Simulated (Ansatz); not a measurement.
`OC1=NC[SiH]1[AlH2]`, charge 0, multiplicity 1.

(1) Give a relaxed structure at PBE0-D4/def2-TZVP (Ansatz 0.2.0). (An estimate is asked.)

Results:

(1) The calculation gave: 
Cartesian coordinates in Å:
```
O -0.868 -2.057 -1.270
C -0.095 -1.281 -0.516
N 1.185 -1.295 -0.541
C 1.560 -0.275 0.470
Si -0.292 0.102 0.750
Al -1.326 2.208 0.004
H -0.281 -2.617 -1.803
H 2.099 -0.723 1.307
H 2.186 0.508 0.037
H -0.857 -0.348 2.060
H -2.769 2.197 -0.655
H -0.542 3.581 0.158
```
This is one stationary point; other conformers may exist.
